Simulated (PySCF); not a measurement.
An unknown shows these calculated signals:

¹H NMR (400 MHz, computed): δ 6.42 (m, 1H), 6.33 (m, 1H), 6.24 (m, 1H), 5.27 (s, 1H), 4.08 (s, 3H), 2.39 (s, 3H), 2.10 (br s, 1H).

¹³C{¹H} NMR (computed): δ 135.8 (C), 122.3 (CH), 116.3 (CH), 116.2 (CH), 51.7 (CH3), 15.7 (CH3).

[PySCF 2.14.0 with density-fitted response routines: GFN2-xTB structure; shielding tensors at PBE0/pcSseg-1 (GIAO); one averaged value for each set of equivalent atoms; one computed conformer; non-relativistic; gas phase]

Shifts are taken against calculated references (same method and geometry level): ¹H, ¹³C against TMS.

Problem. Which of these does the molecule contain: a Si–H bond, a three-membered ring, a ketone, a heteroaromatic ring, an aldehyde, an OH group?

Solution. 
- A Si–H bond: yes (δH 5.27 (s)).
- A three-membered ring: no.
- A ketone: no.
- A heteroaromatic ring: yes.
- An aldehyde: no.
- An OH group: yes (δH 2.10 (br s)).

The data belong to `CO[Si@H](O)n1cccc1C`, C6H11NO2Si; they needn't prove each group on their own.

Carbon signals by region: 4 in the sp2 and nitrile region (100–160 ppm), 1 at 50–100 ppm, 1 below 50 ppm.

The OH or NH signal is concentration- and solvent-dependent in practice; the value given is the gas-phase one. Shifts are as computed. Against solution values, carbons near 30 ppm lie about +3 ppm off and those near 130 ppm about +5 ppm. Of 1211 compounds with measured shifts, 218 miss one by over three times the rms of a fit or turn the order of signals round; such compounds aren't used in these exercises. Multiplicities follow the n + 1 count of equivalent neighbours, as no J values were calculated; m marks all less simple cases, F and P coupling included.
